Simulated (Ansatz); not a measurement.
A run for Ansatz (a first-principles code): R-CCSD(T)/cc-pVTZ on C2H4 (SMILES C=C).

Ansatz 0.2 input:
```yaml
crystal:
  periodic: [false, false, false]
  atoms:
    - {symbol: C, position_ang: [-0.01838206, 0.09701902, 0.65486526]}
    - {symbol: C, position_ang: [0.01833325, -0.09699639, -0.65493163]}
    - {symbol: H, position_ang: [0.61309828, 0.83162776, 1.13985972]}
    - {symbol: H, position_ang: [-0.68137530, -0.47072978, 1.29653848]}
    - {symbol: H, position_ang: [0.68142003, 0.47069951, -1.29655472]}
    - {symbol: H, position_ang: [-0.61309419, -0.83162012, -1.13997712]}
basis:
  gaussian:
    orbitals: cc-pVTZ
magnetization: {spin_polarized: false}
correlation: {method: ccsd_t, electrons: outside_noble_gas}
scf: {lower_state_search: off}
```

The log:

```
WARN ansatz: RAYON_NUM_THREADS=4 ignored (pool sized by the plan → 4); use --threads N
Functional definition: HF
these checks for a lower state are left out or cut short: stability, starts, cluster_reference, orbital_swaps, neighbouring_geometries, increment
integrals: 0.17 GiB planned
648 factors; integrals over basis functions are off by at most 5.3e-4 eV
mean field: 0.17 GiB planned
mean field evaluation 1: about -2122.7553 eV, gradient 2.4e1 eV
mean field evaluation 2: about -2122.7571 eV, gradient 2.4e1 eV
mean field evaluation 4: about -2124.2176 eV, gradient 2.0e0 eV
mean field evaluation 8: about -2124.2308 eV, gradient 7.6e-5 eV
mean field -2124.23079180 eV, -78.0640417433 hartree, gradient 2.1e-6 eV, S^2 0.000000; 0 other end points of the search recorded, 0 dependent functions left out
2 core orbitals not correlated
reference -2124.23079180 eV, -78.0640417433 hartree; 6, 6 occupied and 108, 108 virtual orbitals, 648 factors
second order -9.12025643 eV of doubles, -0.00000000 eV of singles
coupled cluster: 0.46 GiB planned
cycle   1  -9.48480991 eV  change   -3.6e-1 eV  update   6.3e-2
cycle   2  -9.74279677 eV  change   -2.6e-1 eV  update   2.1e-2
cycle   3  -9.78810001 eV  change   -4.5e-2 eV  update   8.8e-3
cycle   4  -9.78747198 eV  change    6.3e-4 eV  update   2.4e-3
cycle   5  -9.78796463 eV  change   -4.9e-4 eV  update   5.0e-4
cycle   6  -9.78795765 eV  change    7.0e-6 eV  update   1.2e-4
cycle   7  -9.78796620 eV  change   -8.5e-6 eV  update   2.5e-5
cycle   8  -9.78797575 eV  change   -9.6e-6 eV  update   7.0e-6
perturbative correction -0.40508321 eV, -0.0148865335 hartree
Total energy: -2134.42385077 eV, -78.4386297512 hartree
Checks for a lower state left out: stability, starts, cluster_reference, orbital_swaps, neighbouring_geometries, increment
```

The run converged.

Cost: very roughly 9 core-seconds.
